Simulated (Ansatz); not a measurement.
Cartesian coordinates in Å:
```
O 1.080 -0.788 2.014
C 0.964 -0.877 0.820
C -0.315 -0.740 0.082
Ge -0.487 1.102 -0.626
H 1.860 -1.045 0.181
H -0.341 -1.410 -0.781
H -1.164 -0.926 0.742
H 0.738 1.431 -1.495
H -1.759 1.169 -1.483
H -0.576 2.085 0.547
```

The species carries charge 0 and has multiplicity 1.

Question: List the PBE0/def2-TZVPP orbital energies in eV (Ansatz). (Best estimate.)

Answer: Ansatz gave: Occupied: -10860.23, -1358.50, -1208.31, -1208.31, -1208.30, -522.53, -280.70, -278.71, -171.22, -121.02, -121.00, -121.00, -33.86, -33.85, -33.84, -33.78, -33.77, -29.42, -21.27, -16.53, -15.46, -13.68, -12.59, -11.68, -11.42, -9.88, -9.76, -9.15, -7.43. Lowest empty: -0.84, 0.60, 1.15, 1.49, 1.82, 2.06, 2.68, 2.92.
